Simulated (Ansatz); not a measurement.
```yaml
atoms:
  - { symbol: P, position_ang: [0.0000, 0.0000, -0.9276] }
  - { symbol: P, position_ang: [0.0000, 0.0000, 0.9276] }
```

Basis set: cc-pV(T+d)Z (spherical functions). Frozen core: 10 orbitals. Charge 0, multiplicity 1.

Computed with Ansatz (development build ahead of 0.2.0); the reference of a correlated method needn't be the lowest determinant of its kind. Restricted open shells among the atoms or ions are ROHF, correlated in semicanonical orbitals with singles.

Question: Give the atomization energy at this shape (free ground-state atoms in the same class of orbitals less the molecule, no zero-point energy) of singlet P₂ by RHF-CCSD(T), UHF-CCSD(T).

Answer:

| method | atomization energy |
| --- | --- |
| RHF-CCSD(T) | 104.08 kcal/mol |
| UHF-CCSD(T) | 102.98 kcal/mol |
